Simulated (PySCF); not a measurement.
# Cs⁵¹⁺ (caesium, charge +51): Hartree-Fock from Schrödinger to Dirac-Coulomb-Breit

Occupied: 1s1/2, 2s1/2. Hartree-Fock calculated with PySCF 2.14 in an even-tempered Gaussian basis (16 s from 9.9 bohr⁻², ratio 2.7; 12 p from 12 bohr⁻², ratio 2.7), Gaussian nucleus throughout. NR is non-relativistic, sf-X2C the spin-free one-electron X2C Hamiltonian, X2C adds the bare one-electron spin-orbit term, X2C-SNSO screens it by Boettger's factors, DC is four-component Dirac-Coulomb, and the Gaunt and Breit terms are added at first order (total energies over the DC spinors, levels after relaxing the spinors in that mean field). QED terms are absent. Levels marked empty are virtual spinors of this ion.

```tsv
Hamiltonian	E (hartree)
NR	-3695.4767
sf-X2C	-3862.1984
X2C	-3862.1984
X2C-SNSO	-3862.1984
DC	-3863.5738
DC+Gaunt	-3860.7450
DC+Breit	-3860.8032
```

| level (eV) | NR | sf-X2C | X2C | X2C-SNSO | DC | DC+Gaunt | DC+Breit |
| --- | --- | --- | --- | --- | --- | --- | --- |
| 1s1/2 | -39645.3 | -41310.9 | -41310.9 | -41310.9 | -41344.1 | -41276.2 | -41276.9 |
| 2s1/2 | -9480.7 | -9983.9 | -9983.9 | -9983.9 | -9987.6 | -9979.7 | -9980.5 |
| 2p1/2 (empty) | -9170.2 | -9361.6 | -9647.0 | -9635.6 | -9639.1 | -9624.6 | -9626.7 |
| 2p3/2 (empty) | -9170.2 | -9361.6 | -9236.4 | -9240.8 | -9241.5 | -9233.4 | -9235.4 |
| 3s1/2 (empty) | -4044.1 | -4215.0 | -4215.0 | -4215.0 | -4216.0 | -4213.8 | -4214.1 |

How large are the two-electron picture-change error of X2C and the Breit correction in the total energy?

X2C-1e lies 1.3754 hartree above Dirac-Coulomb; Gaunt adds 2.8288 and the full Breit term 2.7706 hartree.

| interval (eV) | X2C | X2C-SNSO | DC | DC+Gaunt | DC+Breit |
| --- | --- | --- | --- | --- | --- |
| 2p3/2 − 2p1/2 | 410.6 | 394.8 | 397.5 | 391.3 | 391.3 |

Weight of the small component: 1s1/2 0.0415, 2s1/2 0.00992, 2p1/2 0.00977, 2p3/2 0.00935, 3s1/2 0.00420.

Koopmans' value for the highest occupied level at DC+Breit: 9980.5 eV, against an ionisation energy of 9974 ± 4 eV (theoretical estimate listed by NIST; NIST Atomic Spectra Database, ionization energies); the former lacks relaxation, correlation, QED and recoil.

The whole ladder took 36 s of wall time on 1 thread of Neoverse-V1 (shared host), launched as `OMP_NUM_THREADS=1 python relrun2.py TASK.json OUT` (a driver that calls PySCF for each Hamiltonian).

Dirac-Coulomb iterations, started from the X2C spinors:

```
with_ssss True, with_gaunt False, with_breit False
light speed = 137.03599967994
init E= -3842.19410426275
cycle= 1 E= -3863.57373159244  delta_E= -21.4  |g|= 1.23  |ddm|= 0.083
cycle= 2 E= -3863.57381617418  delta_E= -8.46e-05  |g|= 0.00276  |ddm|= 0.000609
cycle= 3 E= -3863.57381617562  delta_E= -1.44e-09  |g|= 6.77e-06  |ddm|= 9.17e-06
```
